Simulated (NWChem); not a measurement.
System: C$_{3}$H$_{5}$FSi; SMILES FC[SiH2]C#C

The following NWChem deck was run.

```
start job
memory heap 200 mb stack 900 mb global 1100 mb
geometry units angstroms noautoz
  C      0.926534    -2.490500    -0.045865
  C      0.187217    -1.526641     0.025127
  Si    -0.911241    -0.062741     0.123371
  C     -0.011983     1.480466    -0.524107
  F      1.059557     1.787691     0.285146
  H      1.580015    -3.343155    -0.106238
  H     -1.318966     0.151578     1.540680
  H     -2.119924    -0.289660    -0.725438
  H      0.345368     1.316535    -1.556548
  H     -0.707212     2.339759    -0.550256
end
basis spherical
  C library def2-tzvpp
  Si library def2-tzvpp
  F library def2-tzvpp
  H library def2-tzvpp
end
dft
  xc hfexch
  iterations 150
  semidirect filesize 400000000
  mulliken
end
task dft energy
```

Structure relaxed at the PBE0/def2-SVP level.

Predict the main results of this run. (Hartree-Fock/def2-TZVPP.) Quantities: basis functions; energy (Ha); highest occupied level (eV); orbital gap (eV); dipole (D).


```json
{
 "number_of_basis_functions": "236",
 "energy (Ha)": "-504.92",
 "highest occupied level (eV)": "-10.97",
 "orbital gap (eV)": "13.93",
 "dipole (D)": "1.63"
}
```
